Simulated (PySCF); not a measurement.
SiBrF3, SMILES [Si](Br)(F)(F)F. Atoms are numbered in the order given.

```xyz
5

F      1.2930    -0.7465    -1.3619
Si     0.0000     0.0000    -0.7989
F      0.0000     1.4930    -1.3619
F     -1.2930    -0.7465    -1.3619
Br     0.0000     0.0000     1.3702
```

The structure is a stationary point at r2SCAN-D4/def2-SVP.

Two levels are set side by side: PBE/pcSseg-1 (PySCF) and PBE0/pcSseg-1 (PySCF). GIAO shifts against CFCl3 (¹⁹F), TMS (²⁹Si) at the same level; non-relativistic, no solvent, atoms listed together averaged. Without spin–orbit terms, shifts of atoms bonded to Cl or Br come out too high at both levels. Differences are taken from unrounded values.

| quantity | PBE0 |
|---|---|
| δ(¹⁹F) of F1, F3, F4 (ppm) | -128.6 |
| δ(²⁹Si) of Si2 (ppm) | -57.0 |

Task: What does PBE give, and how far is it from PBE0? (An estimate is asked for; the answer gives what the named calculation found.)

Result: 
```json
[
 {"quantity": "δ(¹⁹F) of F1, F3, F4 (ppm)", "PBE": "-142.3", "PBE minus PBE0": "-13.7"},
 {"quantity": "δ(²⁹Si) of Si2 (ppm)", "PBE": "-56.1", "PBE minus PBE0": "0.9"}
]
```

Rough cost on one machine, each run with all the roots and properties that it gave: PBE0 against PBE within a factor of 2.
